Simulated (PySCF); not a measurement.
## methyl difluoroacetate, C₃H₄F₂O₂

Geometry (Å), atoms numbered from 1 in this order:
```xyz
11

C    -1.8470    0.2051    0.2634
O    -0.4399    0.3433    0.4416
C     0.3426   -0.2963   -0.3990
O     0.0012   -0.9983   -1.3089
C     1.8310   -0.0404   -0.0547
F     2.0975   -0.4702    1.1978
F     2.0986    1.2827   -0.0844
H    -2.0864   -0.8041   -0.0750
H    -2.2989    0.4102    1.2307
H    -2.1933    0.9267   -0.4782
H     2.4999   -0.5562   -0.7592
```

Theory: TDDFT wB97X-D/aug-cc-pVDZ excited states, vertical, gas phase in PySCF 2.14.0. Geometry: GFN2-xTB.

(1) How strongly do the lowest singlets absorb one photon, and two photons of half the energy?

## Answers

(1) δ for parallel linear polarisation; σ at the peak of a Lorentzian of half width 0.1 eV, single beam; Ω is circular over linear.
| state | E (eV) | f | photon λ (nm) | δ (au) | σ (GM) | Ω | main |
| --- | --- | --- | --- | --- | --- | --- | --- |
| S1 | 5.71 | 0.001 | 434 | 0.23 | 0.00 | 1.45 | HOMO→LUMO+1 0.90 |
| S2 | 7.92 | 0.065 | 313 | 14.6 | 0.34 | 0.62 | HOMO−1→LUMO+1 0.69, HOMO→LUMO 0.10 |
| S3 | 8.15 | 0.104 | 304 | 47.1 | 1.15 | 1.28 | HOMO→LUMO 0.38, HOMO→LUMO+2 0.23 |
| S4 | 8.18 | 0.001 | 303 | 0.85 | 0.02 | 1.35 | HOMO−2→LUMO+1 0.88 |
| S5 | 8.61 | 0.033 | 288 | 29.7 | 0.81 | 0.83 | HOMO−1→LUMO 0.45, HOMO→LUMO+2 0.26 |

Among these, the strongest one-photon state is S3, the strongest two-photon state S3, with a dipole change of 3.3 D (relaxed, norm of the difference vector).
